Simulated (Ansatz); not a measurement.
Basis-set extrapolation for CHCl₂NOSi (`O=C=N[SiH](Cl)Cl`) (PBE0-D4/def2-TZVP geometry, frozen core, the Gaussian-basis code of Ansatz). Multiplicity 1, RHF reference.

```csv
,def2-TZVPP,def2-QZVPP
HF,-1375.969409,-1376.011160
MP2 correlation,-1.049709,-1.140348
CCSD(T) correlation,-1.131766,not run
```

Energies in hartree. Use E(X) = E(∞) + A·exp(−7.88·√X) for Hartree–Fock and E(X) = E(∞) + B·X^(−2.97) for correlation, with X = 3 and 4, and add CCSD(T) minus MP2 of the smaller set to the MP2 limit.

Problem. What is the CCSD(T) energy at the basis-set limit?

Solution. HF limit: -1376.011160 + (-0.041751) × 0.13774 = -1376.01691. MP2 limit: -1.140348 + (-0.090639) × 0.74074 = -1.20749. Higher-order term: -1.131766 − (-1.049709) = -0.08206. Total: -1377.30646 hartree, 539.0 kJ/mol below CCSD(T)/def2-TZVPP.
